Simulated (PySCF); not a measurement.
# How methods differ on the ionisation energy of Gd⁵⁸⁺

Gd⁵⁸⁺ [He] 2s2 2p2 [2p1/2^2, M_J = 0] → Gd⁵⁹⁺ [He] 2s2 2p1 [2p1/2^1, M_J = 1/2], as a difference of total energies. All numbers are calculated (PySCF 2.14, the two-component X2C-1e Hamiltonian, in an even-tempered Gaussian basis (17 s from 40 bohr⁻², ratio 2.4; 13 p from 51 bohr⁻², ratio 2.4; 5 d from 170 bohr⁻², ratio 2.6; 4 f from 250 bohr⁻², ratio 2.6)). Correlated levels: nothing frozen; the 32 highest virtual spinors dropped. "Screened" scales the spin-orbit matrix elements by Boettger's factors to mimic the two-electron term; Breit and QED terms are absent.

```json
{"method": "GHF (spin-free)", "ionisation energy (eV)": "12706.6"}
{"method": "GMP2 (spin-free)", "ionisation energy (eV)": "12706.5"}
{"method": "GHF (screened spin-orbit)", "ionisation energy (eV)": "13201.1"}
{"method": "GMP2 (screened spin-orbit)", "ionisation energy (eV)": "13203.4"}
```

**Question.** How much does correlation contribute at GMP2 (screened spin-orbit)?

**Answer.** 13203.4 − (13201.1) = 2.3 eV, measured against GHF (screened spin-orbit).

For this ion Breit and QED terms and the two-electron picture change, all absent here, outweigh the correlation shift from GHF to GMP2.

The spin-free rows relax to the high-spin LS determinant and lack the spin-orbit shift.

The labels give the starting determinants; with spin-orbit coupling the two ends relaxed to ⟨J²⟩ = 0.00, ⟨L²⟩ = 1.33, ⟨S²⟩ = 1.33 and ⟨J²⟩ = 0.75, ⟨L²⟩ = 2.00, ⟨S²⟩ = 0.75.

For comparison: 13183 ± 6 eV (theoretical estimate listed by NIST; NIST Atomic Spectra Database, ionization energies).
